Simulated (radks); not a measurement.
Species: Rb. Configuration: [Kr] 5s1 (the NIST ground configuration).

Calculated with a radial shooting solver on a logarithmic mesh with Libxc functionals: scalar-relativistic Kohn-Sham, PBE, spin-polarised, spherical densities, point nucleus; open shells are filled with parallel spins first (spin-orbit coupling, left out, can overturn this in heavy ions); hard spherical wall at 3 bohr.

Energy parts (eV):
total: -81054.071
kinetic: 83331.084
electron-nucleus: -196328.517
Hartree: 34707.535
exchange-correlation: -2764.173

Orbitals (lengths in bohr, moments of r in powers of bohr; r(max) is where P^2 peaks):
orbital  occ.  eigenvalue (eV)     <r^2>   r(max)
1s up       1        -15012.35  0.002188  0.02629
1s down     1        -15012.22  0.002188  0.02629
2s up       1        -1987.877   0.03730   0.1496
2s down     1        -1987.782   0.03730   0.1496
2p up       3        -1759.761   0.02944   0.1196
2p down     3        -1759.663   0.02944   0.1196
3s up       1        -278.6935    0.3005   0.4511
3s down     1        -278.5192    0.3003   0.4512
3p up       3        -205.6189    0.3164   0.4468
3p down     3        -205.4304    0.3161   0.4468
3d up       5         -84.8399    0.3445   0.3940
3d down     5         -84.6281    0.3438   0.3939
4s up       1         -17.2066     2.237    1.279
4s down     1         -16.6946     2.227    1.284
4p up       3          -0.4624     2.617    1.435
4p down     3           0.0988     2.598    1.435
4d up       0          25.2810     3.237    1.767
4d down     0          26.0116     3.207    1.744
5s up       1          48.6729     3.769    2.239
5s down     0          50.0150     3.775    2.240
5p up       0          63.0556     3.647    2.293
5p down     0          64.3245     3.666    2.295
6s up       0         152.2258     3.591    2.541
6s down     0         152.6571     3.592    2.540

The highest occupied level is 5s up at 48.673 eV. The configuration is held as typed, so some empty levels lie below it. Summed over all electrons, <r^2> = 30.07 bohr^2, which gives a Langevin (diamagnetic) susceptibility term of -23.8 x 10^-6 cm^3/mol. Spin moment in Bohr magnetons: 1.
